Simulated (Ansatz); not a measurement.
H2Sn (SMILES [SnH2]) moved off its minimum; all values from Ansatz (a program for electronic structure), cores frozen in correlated methods. Elements past Kr take the def2 small-core potentials, without spin–orbit coupling.
(charge 0, multiplicity 1)
```xyz
3

Sn    -0.07760    -0.02199     0.02500
H     -0.14505    -1.26598    -1.28362
H     -0.16273     1.24742    -1.09634
```

Forces at HF/def2-TZVPP (eV/Å):

```csv
atom,Fx,Fy,Fz
Sn1,0.026,-1.025,0.227
H2,0.019,0.304,0.365
H3,-0.046,0.720,-0.592
```

Q: Give the forces (eV/Å), the total energy and the dipole at CCSD(T)/def2-TZVPPD.

A: 
| atom | Fx | Fy | Fz |
|---|---|---|---|
| Sn1 | 0.048 | -1.025 | 0.576 |
| H2 | 0.009 | 0.189 | 0.181 |
| H3 | -0.057 | 0.836 | -0.756 |
Energy -214.5954 hartree, dipole 0.58 D.

Doubts at one or more of the structures used: a restricted determinant that unrestricted orbitals would lower (CCSD(T)/def2-TZVPPD).
